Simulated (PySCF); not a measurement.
## Vertical excitation energies

C4H14BNSi.
Cartesian coordinates in Å at the PBE0-D3(BJ)/def2-SVP level; atoms count from 1:
```xyz
21
C4H14BNSi angstrom
C      2.754    0.926    0.955
B      1.604    0.151    0.228
C      1.880   -0.640   -1.093
Si    -0.239    0.103    1.084
N     -1.506   -0.276   -0.063
C     -1.664    0.547   -1.234
C     -2.726   -0.919    0.353
H      2.653    1.964    0.573
H      3.772    0.595    0.693
H      2.655    1.006    2.048
H      1.006   -0.829   -1.732
H      2.207   -1.636   -0.725
H      2.720   -0.252   -1.691
H     -0.502    1.374    1.861
H     -0.262   -1.000    2.105
H     -0.696    0.969   -1.549
H     -2.054   -0.044   -2.084
H     -2.361    1.399   -1.082
H     -3.137   -1.543   -0.463
H     -3.523   -0.203    0.647
H     -2.540   -1.580    1.213
```

Method: PySCF 2.14.0, density-fitted response routines, TDDFT CAM-B3LYP/def2-SVPD, vertical, gas phase, core orbitals frozen in the response.

```json
{"state": "S1", "E (eV)": "4.27", "E (hartree)": "0.1568", "f": "0.0017", "|μ| (D)": "0.32", "main configurations (H = HOMO, L = LUMO)": "H→L (79%), H-1→L (20%)"}
{"state": "S2", "E (eV)": "5.04", "E (hartree)": "0.1852", "f": "0.0093", "|μ| (D)": "0.70", "main configurations (H = HOMO, L = LUMO)": "H-1→L (76%), H→L (19%)"}
{"state": "S3", "E (eV)": "5.76", "E (hartree)": "0.2117", "f": "0.022", "|μ| (D)": "1.01", "main configurations (H = HOMO, L = LUMO)": "H→L+1 (46%), H→L+2 (46%)"}
{"state": "S4", "E (eV)": "6.15", "E (hartree)": "0.2262", "f": "0.0014", "|μ| (D)": "0.24", "main configurations (H = HOMO, L = LUMO)": "H-2→L (86%)"}
{"state": "S5", "E (eV)": "6.29", "E (hartree)": "0.2311", "f": "0.0046", "|μ| (D)": "0.44", "main configurations (H = HOMO, L = LUMO)": "H→L+1 (40%), H→L+2 (34%), H→L+4 (8%)"}
{"state": "S6", "E (eV)": "6.68", "E (hartree)": "0.2455", "f": "0.018", "|μ| (D)": "0.84", "main configurations (H = HOMO, L = LUMO)": "H→L+3 (34%), H→L+5 (27%), H→L+4 (20%)"}
{"state": "S7", "E (eV)": "6.89", "E (hartree)": "0.2533", "f": "0.010", "|μ| (D)": "0.63", "main configurations (H = HOMO, L = LUMO)": "H→L+4 (54%), H→L+3 (28%)"}
{"state": "S8", "E (eV)": "7.13", "E (hartree)": "0.2619", "f": "0.023", "|μ| (D)": "0.93", "main configurations (H = HOMO, L = LUMO)": "H-1→L+1 (33%), H→L+5 (33%), H→L+3 (17%)"}
{"state": "S9", "E (eV)": "7.19", "E (hartree)": "0.2641", "f": "0.055", "|μ| (D)": "1.42", "main configurations (H = HOMO, L = LUMO)": "H-1→L+1 (32%), H→L+5 (20%), H→L+7 (12%)"}
{"state": "S10", "E (eV)": "7.34", "E (hartree)": "0.2698", "f": "0.014", "|μ| (D)": "0.70", "main configurations (H = HOMO, L = LUMO)": "H→L+7 (54%), H-1→L+1 (10%), H→L+6 (8%)"}
```

Triplets (Tamm–Dancoff): T1 3.66 eV, H-1→L (52%), H→L (44%); T2 4.71 eV, H→L (52%), H-1→L (43%); T3 5.63 eV, H→L+2 (50%), H→L+1 (38%); T4 5.69 eV, H-2→L (83%).

The lowest singlet comes at 291 nm (412 kJ/mol) in the ultraviolet; it is very weak; its leading configuration is HOMO→LUMO (79%). The strongest level in the table is S9 at 7.19 eV (173 nm, f = 0.055). Löwdin shares by element: HOMO nitrogen 51%, carbon 16% or more, silicon 9% (atoms not listed hold the other 24%); LUMO boron 40%, carbon 21% or more, silicon 16% (atoms not listed hold the other 23%). Weighted by f, the mean energy of these states is 6.72 eV. The oscillator strengths of these states sum to 0.159; summed over the whole spectrum of an exact calculation they would give the number of electrons, 64 (Thomas–Reiche–Kuhn). Orbital energies (eV): HOMO-3 -10.59, HOMO-2 -10.46, HOMO-1 -8.89, HOMO -7.44, LUMO -0.09, LUMO+1 0.97, LUMO+2 1.55. All these states lie below the vertical ionisation energy of 8.02 eV (ΔSCF). Singlets were solved by full linear response, triplets in the Tamm–Dancoff approximation.

One conformer stands for the species.
